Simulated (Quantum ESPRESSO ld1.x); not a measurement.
Results of a calculation; reference values are marked as such.
Q: Tc III, configuration [Kr] 4d3.5 5s0.5 5p1 (fractional occupations, a model configuration). Code: ld1.x of Quantum ESPRESSO 7.5. Model: Dirac Kohn-Sham, revPBE, spin-unpolarised, spherical densities, point nucleus; open shells are shared between the two j in proportion to 2j + 1.

Spin-orbit splittings of the eigenvalues, e(l+1/2) - e(l-1/2), with zeta = 2 splitting/(2l+1) and mean radii in bohr:

shell  occ.  splitting (eV)  zeta (eV)  <r> j=l-1/2  <r> j=l+1/2
2p        6           118.2      78.82       0.1271       0.1318
3p        6               ?          ?       0.4089       0.4195
3d       10           3.804      1.521       0.3968       0.4003
4p        6           3.030      2.020        1.135        1.163
4d      3.5          0.3509     0.1404        1.510        1.523
5p        1          0.3761     0.2507        3.157        3.222

Estimate the 3p splitting.

A: 19.78 eV (zeta = 13.19 eV).
